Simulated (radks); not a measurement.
Problem. These are the eigenvalues of the occupied orbitals of an atom or ion with whole-number occupations (eV). Method: non-relativistic Kohn-Sham, PBE, spin-polarised, spherical densities, point nucleus; computed with a radial shooting solver on a logarithmic mesh with Libxc functionals.

| orbital | eigenvalue |
|---|---|
| 1s up | -14380.88 |
| 1s down | -14371.98 |
| 2s up | -3265.970 |
| 2s down | -3249.844 |
| 2p up | -3180.783 |

Which element is it, and in what charge state? The configuration may be excited. Open shells, if any, are filled with parallel spins first.

Solution. Z = 34, selenium, charge +29: Se29+ in [He] 2s2 2p1. The list shows which subshells hold electrons but not how many an open one holds; the 1s level, -528.49 hartree, gives Z - s = 32.5 by -(Z - s)^2/2, which with screening narrows Z to a few neighbours, and the depths of the outer levels then fix element, charge and occupations together.
